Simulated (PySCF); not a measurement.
ClH₆SbSi₂, SMILES [Sb]([SiH3])([Cl])[SiH3].

Geometry optimised at PBE-D3(BJ)/def2-SVP. The def2 effective core potentials stand for the cores of Sb; spin–orbit coupling is left out.

Method: PySCF with PBE-D3(BJ)/def2-SVP.

Frequencies are harmonic and unscaled.

| mode | ν (cm⁻¹) | IR (km/mol) | moving atoms (share of kinetic energy) |
|---|---|---|---|
| 1 | 70 | 0.1 | Si 45 %, H 28 %, Cl 20 % |
| 2 | 79 | 1.5 | Cl 46 %, Si 35 %, H 11 %, Sb 8 % |
| 3 | 94 | 0.0 | H 98 % |
| 4 | 101 | 1.9 | Si 42 %, Sb 22 %, Cl 19 %, H 16 % |
| 5 | 129 | 0.0 | H 82 %, Si 14 % |
| 6 | 290 | 1.1 | Si 71 %, Sb 19 %, H 9 % |
| 7 | 293 | 0.0 | Si 71 %, Sb 20 %, H 9 % |
| 8 | 337 | 23.6 | Cl 78 %, Sb 21 % |
| 9 | 452 | 1.6 | H 91 %, Si 8 % |
| 10 | 478 | 11.7 | H 87 %, Si 11 % |
| 11 | 483 | 2.9 | H 89 %, Si 11 % |
| 12 | 518 | 0.1 | H 88 %, Si 11 % |
| 13 | 799 | 401.4 | H 92 %, Si 8 % |
| 14 | 835 | 197.4 | H 91 %, Si 9 % |
| 15 | 892 | 33.0 | H 97 % |
| 16 | 896 | 27.1 | H 97 % |
| 17 | 898 | 2.3 | H 97 % |
| 18 | 901 | 49.0 | H 97 % |
| 19 | 2140 | 61.3 | H 98 % |
| 20 | 2143 | 87.6 | H 98 % |
| 21 | 2168 | 25.0 | H 96 % |
| 22 | 2169 | 86.5 | H 96 % |
| 23 | 2178 | 59.7 | H 96 % |
| 24 | 2182 | 65.9 | H 96 % |
